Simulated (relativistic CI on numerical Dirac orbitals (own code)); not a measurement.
## Spin-allowed bands of a d2 ion in a tetrahedral site, by hand

Problem. Take Δ = 4300 cm⁻¹ and B = 830 cm⁻¹ for a d2 ion in a tetrahedral site. Calculate the three spin-allowed bands.

Working.
1. The terms of highest spin are 3F (energy 0) and 3P (15B = 12450 cm⁻¹). Here the F term splits into A2 at −1.2Δ = -5160, T2 at −0.2Δ = -860 and T1 at +0.6Δ = 2580 cm⁻¹.
2. The two T1 states mix through the element 0.4Δ: H = [[2580, 1720], [1720, 12450]], with roots ½(H₁₁ + H₂₂) ∓ ½√[(H₂₂ − H₁₁)² + 4H₁₂²] = ½(15030) ∓ ½(10452) = 2289 and 12741 cm⁻¹.
3. The ground term is 3A2 at -5160 cm⁻¹.
4. Bands: 3T2 4300 cm⁻¹ (2326 nm), 3T1(F) 7449 cm⁻¹ (1342 nm), 3T1(P) 17901 cm⁻¹ (559 nm).

Check. Exact diagonalisation of the whole d2 shell with these parameters gives 3T2 4300, 3T1 7449, 3T1 17901 cm⁻¹. The match is exact, since without spin-orbit coupling no other term has this spin. The ratio of the second band to the first, 1.732, depends on Δ/B = 5.2 alone, which is how a Tanabe-Sugano diagram is read.
